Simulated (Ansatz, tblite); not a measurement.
Forces on the cluster W2O2⁺ at its r2SCAN-D4/def2-TZVP geometry. Charge 1, multiplicity 2.

In the def2 sets W takes a core potential; there is no spin–orbit coupling. The xTB rows come from tblite. HSE06 is defined as in plane-wave codes, on full-range PBE exchange. At HSE06-D4/def2-TZVP the charge 1 doublet is spin-contaminated (final ⟨S²⟩ up to 2.02, 0.75 for a pure state). The structure comes from a short search, and lower isomers may exist.

GFN1-xTB (tblite), largest force 30.42 eV/Å:

```xyz
4
positions Å, forces eV/Å
W    -1.165    0.054    0.297  -29.452    1.369    7.503
W     1.023   -0.048   -0.261   29.179   -1.356   -7.434
O    -0.173    1.039   -1.166    0.184   -0.210    0.189
O     0.315   -1.046    1.130    0.089    0.197   -0.259
```

GFN2-xTB (tblite), largest force 17.40 eV/Å:

```
W -16.844 0.783 4.291
W 15.943 -0.741 -4.062
O 0.352 0.401 -0.579
O 0.549 -0.443 0.350
```

HSE06-D4/def2-TZVP (Ansatz), largest force 0.53 eV/Å:

```
W 0.265 -0.012 -0.068
W -0.513 0.024 0.131
O 0.202 -0.340 0.337
O 0.046 0.329 -0.400
```
